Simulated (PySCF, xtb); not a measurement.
Cl3HSi, SMILES Cl[SiH](Cl)Cl (connectivity only; charge and spin as stated), charge +1, multiplicity 2. Atoms are numbered in the order given.

```xyz
5

Si     0.0000     0.0000     0.2293
Cl    -1.7181    -0.9920    -0.0988
Cl     0.0000     1.9839    -0.0988
Cl     1.7181    -0.9920    -0.0988
H      0.0000     0.0000     1.8285
```
Charge +1, spin multiplicity 2.

Geometry optimised at r2SCAN-D4/def2-SVP. The multiplicity is an assumed one; other spin states were not compared. The isomer is the one that the SMILES or the coordinates give; other isomers of the formula were not compared.

Level of theory: IEF-PCM-B3LYP/def2-SVP in PySCF.

The values are the electrostatic part of the solvation free energy, E(continuum) − E(gas) at the gas-phase geometry, in a cavity of scaled van der Waals radii (PySCF's table); cavitation and dispersion terms are not included.

```csv
solvent,ε,ΔG(elec) (kcal/mol)
water,78.36,-56.8
acetonitrile,35.69,-55.9
2-propanol,19.26,-54.5
```

For comparison, GFN2-xTB/ALPB(water) (xtb, at the GFN2-xTB geometry, all terms of that model) gives -53.5 kcal/mol.
